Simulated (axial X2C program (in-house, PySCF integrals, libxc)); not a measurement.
# Which molecule has these constants?

Computed with an in-house all-electron X2C program for linear molecules (integrals from PySCF), spin-free (one-electron X2C) or two-component (2c: spin–orbit coupling with atomic mean-field Coulomb and Gaunt terms, which also bring small scalar terms), in Dyall basis sets with cores contracted in-house; open shells are unrestricted.

A two-component PBE0 calculation in a Dyall 3-zeta basis gave Re = 2.528 Å, ωe = 298.5 cm⁻¹, De = 0.57 eV, dipole magnitude 0.25 D, Ω = 0.

Question: Which molecule is it?
A. MgPb
B. CaPb
C. BePb

Answer: C. The others have CaPb 3.201 Å and 120.5 cm⁻¹ (Ω = 0); MgPb 3.026 Å and 130.6 cm⁻¹ (Ω = 0).

Each entry is the lowest single determinant of a limited PBE0 search at one distance. De goes to single-determinant-based atoms at the same level (for ions the charge split of lowest energy) and is withheld (n/a) where an atom does not fit its ground term or J level. Main or longest-lived isotopes. One determinant is a doubtful description, or other states lie close, for BePb, CaPb, MgPb; these need not be ground states, and all values refer to the states named. With several unpaired electrons the Ω given is that of one determinant, not necessarily of the lowest component.
